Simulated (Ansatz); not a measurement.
Reaction (cleavage of the Si–Sb bond): `[OH][SbH][SiH3]` + `[OH][Al]([Cl])[Cl]` → `[SiH3][O][Al]([Cl])[Cl]` + `[OH][SbH2]`

Calculated with Ansatz (gas phase, PBE0-D4/def2-TZVP geometries, no zero-point term in ΔE). CCSD(T)/CBS adds triple-zeta CCSD(T) − MP2 to the extrapolated MP2 energy (def2 sets, frozen cores). Functionals use def2-TZVPP. B3LYP here is the variant with VWN-RPA as its local correlation; programs differ in this. HSE06 is defined as in plane-wave codes. def2 core potentials past Kr. For Sb outer-core shells are correlated without core-valence functions, which leaves a few kJ/mol of doubt a bond. Each species was taken in one conformer, which may not be the lowest.

```tsv
level	ΔE (kJ/mol)	difference from CCSD(T)/CBS
LDA (SPW92)	-57.3	18.4
PBE-D4	-54.1	21.6
B97M-V	-85.2	-9.5
B3LYP-D4	-78.0	-2.3
HSE06-D4	-63.1	12.6
B2PLYP	-82.4	-6.7
PBE-QIDH	-75.3	0.4
PBE	-55.1	20.6
r2SCAN	-73.0	2.7
PBE0	-64.3	11.4
B3LYP	-79.9	-4.2
r2SCAN0	-76.6	-0.9
CCSD(T)/def2-TZVPP	-81.9	-6.2
HF/def2-QZVPP	-111.0	-35.3
MP2/def2-QZVPP	-78.5	-2.8
MP2/CBS(def2)	-75.0	0.7
CCSD(T)/CBS	-75.7	0
```

Largest T1 diagnostic among the species: 0.014.

From PBE to PBE0 (25 % exact exchange), in def2-TZVPP and without D4, ΔE moves by −9.2 kJ/mol. At CCSD(T), def2-SVP lies −5.3 kJ/mol from the extrapolated value and def2-TZVPP −6.2 kJ/mol.
